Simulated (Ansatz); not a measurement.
Ansatz (an electronic-structure program) input file for Be(Me)2 cation (C₂H₆Be), SMILES [CH3][Be][CH3] (connectivity only; charge and spin as stated), charge +1, multiplicity 2, r2SCAN-D4/def2-TZVP. 

Ansatz 0.2 input:
```yaml
crystal:
  periodic: [false, false, false]
  atoms:
    - {symbol: Be, position_ang: [-0.00536641, -0.01176587, -0.00858811]}
    - {symbol: C, position_ang: [1.33727682, 0.17520533, -1.08093921]}
    - {symbol: H, position_ang: [2.00658458, -0.68184677, -0.97856997]}
    - {symbol: H, position_ang: [1.87892982, 1.09081903, -0.83377539]}
    - {symbol: H, position_ang: [0.97530339, 0.23366826, -2.10994658]}
    - {symbol: C, position_ang: [-1.33561085, -0.17165215, 1.08363600]}
    - {symbol: H, position_ang: [-1.87478116, -1.09638105, 0.86577219]}
    - {symbol: H, position_ang: [-2.00957891, 0.67949582, 0.96407048]}
    - {symbol: H, position_ang: [-0.96498798, -0.20001099, 2.11062101]}
basis:
  gaussian:
    orbitals: def2-TZVP
hamiltonian:
  xc: r2scan
  dispersion: d4
total_charge: 1
magnetization: {spin_polarized: true, initial_magnetization: 1}
relax: {f_tol: 0.002, max_steps: 200}
```

Program output:

```
WARN ansatz: RAYON_NUM_THREADS=1 ignored (pool sized by the plan → 1); use --threads N
Functional definition: r2SCAN
integrals: 0.03 GiB planned
765 factors; their error is unknown
mean field: 0.39 GiB planned
mean field evaluation 1: about -2546.4168 eV, gradient 6.0e1 eV
mean field evaluation 2: about -2542.2847 eV, gradient 6.0e1 eV
mean field evaluation 4: about -2562.5025 eV, gradient 4.1e0 eV
mean field evaluation 8: about -2562.6070 eV, gradient 2.7e-1 eV
mean field evaluation 16: about -2561.7589 eV, gradient 2.9e0 eV
mean field -2562.60724824 eV, -94.1740793751 hartree, gradient 6.7e-5 eV, S^2 0.760664; 1 other end points of the search recorded, 0 dependent functions left out
the calculation of the forces begins
reference -2562.60726173 eV, -94.1740798709 hartree; 11, 10 occupied and 106, 107 virtual orbitals, 765 factors
relax step   1: F+E_penalty+E_count = -2562.62584407 eV  Δ(F+E_penalty+E_count) = +0.000e0 eV  max|allowed force component| = 1.323e0 eV/Å  Δτ_max = 0.0000 Å  (65 SCF iters, accepted)
these checks for a lower state are left out or cut short: starts, cluster_reference, orbital_swaps, neighbouring_geometries, increment
integrals: 0.03 GiB planned
765 factors; their error is unknown
mean field: 0.39 GiB planned
mean field evaluation 32: about -2561.9531 eV, gradient 2.2e-3 eV
mean field -2562.78720643 eV, -94.1806927168 hartree, gradient 2.1e-5 eV, S^2 0.762033; 1 other end points of the search recorded, 0 dependent functions left out
the calculation of the forces begins
reference -2562.78721999 eV, -94.1806932151 hartree; 11, 10 occupied and 106, 107 virtual orbitals, 765 factors
relax step   2: F+E_penalty+E_count = -2562.80595308 eV  Δ(F+E_penalty+E_count) = -1.801e-1 eV  max|allowed force component| = 5.363e-1 eV/Å  Δτ_max = 0.0778 Å  (80 SCF iters, accepted)
these checks for a lower state are left out or cut short: starts, cluster_reference, orbital_swaps, neighbouring_geometries, increment
integrals: 0.03 GiB planned
765 factors; their error is unknown
mean field: 0.39 GiB planned
mean field -2562.80578680 eV, -94.1813755329 hartree, gradient 1.8e-5 eV, S^2 0.763011; 1 other end points of the search recorded, 0 dependent functions left out
the calculation of the forces begins
reference -2562.80580038 eV, -94.1813760317 hartree; 11, 10 occupied and 106, 107 virtual orbitals, 765 factors
relax step   3: F+E_penalty+E_count = -2562.82453027 eV  Δ(F+E_penalty+E_count) = -1.858e-2 eV  max|allowed force component| = 8.556e-2 eV/Å  Δτ_max = 0.0183 Å  (76 SCF iters, accepted)
these checks for a lower state are left out or cut short: starts, cluster_reference, orbital_swaps, neighbouring_geometries, increment
integrals: 0.03 GiB planned
765 factors; their error is unknown
mean field: 0.39 GiB planned
mean field -2562.80689194 eV, -94.1814161461 hartree, gradient 2.5e-5 eV, S^2 0.763114; 1 other end points of the search recorded, 0 dependent functions left out
the calculation of the forces begins
reference -2562.80690551 eV, -94.1814166444 hartree; 11, 10 occupied and 106, 107 virtual orbitals, 765 factors
relax step   4: F+E_penalty+E_count = -2562.82561274 eV  Δ(F+E_penalty+E_count) = -1.082e-3 eV  max|allowed force component| = 2.511e-2 eV/Å  Δτ_max = 0.0100 Å  (79 SCF iters, accepted)
these checks for a lower state are left out or cut short: starts, cluster_reference, orbital_swaps, neighbouring_geometries, increment
integrals: 0.03 GiB planned
765 factors; their error is unknown
mean field: 0.39 GiB planned
mean field evaluation 64: about -2562.8069 eV, gradient 9.6e-2 eV
mean field -2562.80699524 eV, -94.1814199422 hartree, gradient 2.3e-5 eV, S^2 0.763141; 1 other end points of the search recorded, 0 dependent functions left out
the calculation of the forces begins
reference -2562.80700881 eV, -94.1814204407 hartree; 11, 10 occupied and 106, 107 virtual orbitals, 765 factors
relax step   5: F+E_penalty+E_count = -2562.82570855 eV  Δ(F+E_penalty+E_count) = -9.581e-5 eV  max|allowed force component| = 2.127e-3 eV/Å  Δτ_max = 0.0032 Å  (61 SCF iters, accepted)
these checks for a lower state are left out or cut short: starts, cluster_reference, orbital_swaps, neighbouring_geometries, increment
integrals: 0.03 GiB planned
765 factors; their error is unknown
mean field: 0.39 GiB planned
mean field -2562.80700098 eV, -94.1814201531 hartree, gradient 1.6e-5 eV, S^2 0.763149; 1 other end points of the search recorded, 0 dependent functions left out
the calculation of the forces begins
reference -2562.80701455 eV, -94.1814206516 hartree; 11, 10 occupied and 106, 107 virtual orbitals, 765 factors
relax step   6: F+E_penalty+E_count = -2562.82571163 eV  Δ(F+E_penalty+E_count) = -3.086e-6 eV  max|allowed force component| = 1.040e-4 eV/Å  Δτ_max = 0.0012 Å  (56 SCF iters, accepted)
integrals: 0.03 GiB planned
765 factors; their error is unknown
mean field: 0.39 GiB planned
mean field evaluation 96: about -2562.8323 eV, gradient 9.9e-3 eV
mean field -2562.80700098 eV, -94.1814201531 hartree, gradient 1.6e-5 eV, S^2 0.763149; 3 other end points of the search recorded, 0 dependent functions left out
the calculation of the forces begins
reference -2562.80701455 eV, -94.1814206516 hartree; 11, 10 occupied and 106, 107 virtual orbitals, 765 factors
Total energy: -2562.82572520 eV, -94.1821082554 hartree
Atom 0 at     0.000609     0.001405     0.000964 Å, force     0.000047     0.000104     0.000074 eV/Å
Atom 1 at     1.368054     0.179264    -1.105650 Å, force     0.000033    -0.000018    -0.000047 eV/Å
Atom 2 at     1.955947    -0.721987    -0.917891 Å, force     0.000038    -0.000002    -0.000042 eV/Å
Atom 3 at     1.832250     1.111486    -0.776109 Å, force     0.000088     0.000031    -0.000091 eV/Å
Atom 4 at     0.887944     0.222684    -2.085821 Å, force     0.000036    -0.000034    -0.000038 eV/Å
Atom 5 at    -1.366320    -0.175349     1.108393 Å, force    -0.000051    -0.000032     0.000008 eV/Å
Atom 6 at    -1.817649    -1.119146     0.794259 Å, force    -0.000030     0.000014     0.000006 eV/Å
Atom 7 at    -1.965663     0.714723     0.904240 Å, force    -0.000073    -0.000016     0.000056 eV/Å
Atom 8 at    -0.887404    -0.195549     2.089896 Å, force    -0.000087    -0.000047     0.000073 eV/Å
Dipole moment:    -0.000143    -0.000305    -0.000222 e Å
```

Self-consistency was reached.
